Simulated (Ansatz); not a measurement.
The cluster Ti3H⁺. The state is a singlet with charge 1. Geometry r2SCAN-D4/def2-TZVP.

Cartesian coordinates in Å:
```
Ti 0.171 0.056 -0.815
Ti -0.461 -0.208 2.012
Ti -0.697 -1.165 0.412
H 0.986 1.317 -1.609
```

B3LYP takes the VWN-RPA correlation. The restricted singlet is unstable towards broken spin symmetry in Hartree–Fock (as tested in another run); at PBE-D4/def2-TZVP, r2SCAN-D4/def2-TZVP, B97M-V/def2-TZVP, B3LYP-D4/def2-TZVP and others this wasn't settled. No other spin state of charge 1 was run. Another isomer (triplet) lies 2.19 eV lower at PBE0-D4/def2-TZVP; other spin states weren't run for this one.

Problem. Estimate the orbital energies around the gap (eV) in Ansatz with PBE-D4/def2-TZVP, r2SCAN-D4/def2-TZVP, B97M-V/def2-TZVP, B3LYP-D4/def2-TZVP, PBE0-D4/def2-TZVP.

Solution. 
```json
{"orbital": "HOMO−9", "PBE-D4/def2-TZVP": "-42.13", "r2SCAN-D4/def2-TZVP": "-43.47", "B97M-V/def2-TZVP": "-44.04", "B3LYP-D4/def2-TZVP": "-44.88", "PBE0-D4/def2-TZVP": "-45.57"}
{"orbital": "HOMO−8", "PBE-D4/def2-TZVP": "-40.41", "r2SCAN-D4/def2-TZVP": "-41.73", "B97M-V/def2-TZVP": "-42.39", "B3LYP-D4/def2-TZVP": "-43.21", "PBE0-D4/def2-TZVP": "-43.90"}
{"orbital": "HOMO−7", "PBE-D4/def2-TZVP": "-39.29", "r2SCAN-D4/def2-TZVP": "-40.63", "B97M-V/def2-TZVP": "-41.33", "B3LYP-D4/def2-TZVP": "-42.00", "PBE0-D4/def2-TZVP": "-42.66"}
{"orbital": "HOMO−6", "PBE-D4/def2-TZVP": "-38.83", "r2SCAN-D4/def2-TZVP": "-40.19", "B97M-V/def2-TZVP": "-40.90", "B3LYP-D4/def2-TZVP": "-41.57", "PBE0-D4/def2-TZVP": "-42.22"}
{"orbital": "HOMO−5", "PBE-D4/def2-TZVP": "-11.24", "r2SCAN-D4/def2-TZVP": "-11.43", "B97M-V/def2-TZVP": "-11.33", "B3LYP-D4/def2-TZVP": "-12.07", "PBE0-D4/def2-TZVP": "-12.28"}
{"orbital": "HOMO−4", "PBE-D4/def2-TZVP": "-10.77", "r2SCAN-D4/def2-TZVP": "-10.87", "B97M-V/def2-TZVP": "-10.83", "B3LYP-D4/def2-TZVP": "-11.53", "PBE0-D4/def2-TZVP": "-11.73"}
{"orbital": "HOMO−3", "PBE-D4/def2-TZVP": "-9.86", "r2SCAN-D4/def2-TZVP": "-10.06", "B97M-V/def2-TZVP": "-10.09", "B3LYP-D4/def2-TZVP": "-10.86", "PBE0-D4/def2-TZVP": "-11.06"}
{"orbital": "HOMO−2", "PBE-D4/def2-TZVP": "-9.83", "r2SCAN-D4/def2-TZVP": "-9.99", "B97M-V/def2-TZVP": "-10.00", "B3LYP-D4/def2-TZVP": "-10.68", "PBE0-D4/def2-TZVP": "-10.86"}
{"orbital": "HOMO−1", "PBE-D4/def2-TZVP": "-9.48", "r2SCAN-D4/def2-TZVP": "-9.53", "B97M-V/def2-TZVP": "-9.53", "B3LYP-D4/def2-TZVP": "-10.23", "PBE0-D4/def2-TZVP": "-10.37"}
{"orbital": "HOMO", "PBE-D4/def2-TZVP": "-9.41", "r2SCAN-D4/def2-TZVP": "-9.45", "B97M-V/def2-TZVP": "-9.45", "B3LYP-D4/def2-TZVP": "-10.09", "PBE0-D4/def2-TZVP": "-10.18"}
{"orbital": "LUMO", "PBE-D4/def2-TZVP": "-8.86", "r2SCAN-D4/def2-TZVP": "-8.70", "B97M-V/def2-TZVP": "-8.67", "B3LYP-D4/def2-TZVP": "-7.86", "PBE0-D4/def2-TZVP": "-7.53"}
{"orbital": "LUMO+1", "PBE-D4/def2-TZVP": "-8.39", "r2SCAN-D4/def2-TZVP": "-8.30", "B97M-V/def2-TZVP": "-8.32", "B3LYP-D4/def2-TZVP": "-7.48", "PBE0-D4/def2-TZVP": "-7.14"}
{"orbital": "LUMO+2", "PBE-D4/def2-TZVP": "-7.95", "r2SCAN-D4/def2-TZVP": "-7.77", "B97M-V/def2-TZVP": "-7.78", "B3LYP-D4/def2-TZVP": "-7.25", "PBE0-D4/def2-TZVP": "-6.97"}
{"orbital": "LUMO+3", "PBE-D4/def2-TZVP": "-7.88", "r2SCAN-D4/def2-TZVP": "-7.67", "B97M-V/def2-TZVP": "-7.74", "B3LYP-D4/def2-TZVP": "-6.87", "PBE0-D4/def2-TZVP": "-6.49"}
{"orbital": "LUMO+4", "PBE-D4/def2-TZVP": "-7.76", "r2SCAN-D4/def2-TZVP": "-7.61", "B97M-V/def2-TZVP": "-7.65", "B3LYP-D4/def2-TZVP": "-6.77", "PBE0-D4/def2-TZVP": "-6.37"}
{"orbital": "LUMO+5", "PBE-D4/def2-TZVP": "-7.20", "r2SCAN-D4/def2-TZVP": "-7.00", "B97M-V/def2-TZVP": "-7.06", "B3LYP-D4/def2-TZVP": "-6.52", "PBE0-D4/def2-TZVP": "-6.24"}
```
